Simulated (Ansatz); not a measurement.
Correlation energies of `[GeH3][CH2]Br` by basis set

```xyz
8

Ge   -0.691    0.577    0.405
C     0.725   -0.414   -0.527
Br    0.925   -2.192    0.226
H    -0.321    0.698    1.888
H    -2.016   -0.178    0.245
H    -0.806    1.978   -0.224
H     0.495   -0.546   -1.583
H     1.690    0.077   -0.430
```

Total charge 0; spin multiplicity 1. Correlated methods include outer-core shells of Br, Ge, which these sets cover unevenly. Scalar relativity is left out up to krypton. Geometry: relaxed with PBE0-D4/def2-TZVP. Frozen core, restricted reference, Ansatz 0.2.0.

```tsv
basis	HF (Eh)	MP2 corr.
def2-SVP	-4687.94116	-0.61335
def2-TZVPP	-4688.56729	-0.72032
def2-QZVPP	-4688.66087	-1.31291
```

(1) Estimate the CCSD correlation energy and the (T) correction in each basis where they were run (hartree).

## Answers

(1) 
```json
{"basis": "def2-SVP", "CCSD corr.": "-0.63789", "(T)": "-0.01692"}
{"basis": "def2-TZVPP", "CCSD corr.": "-0.74777", "(T)": "-0.02688"}
```
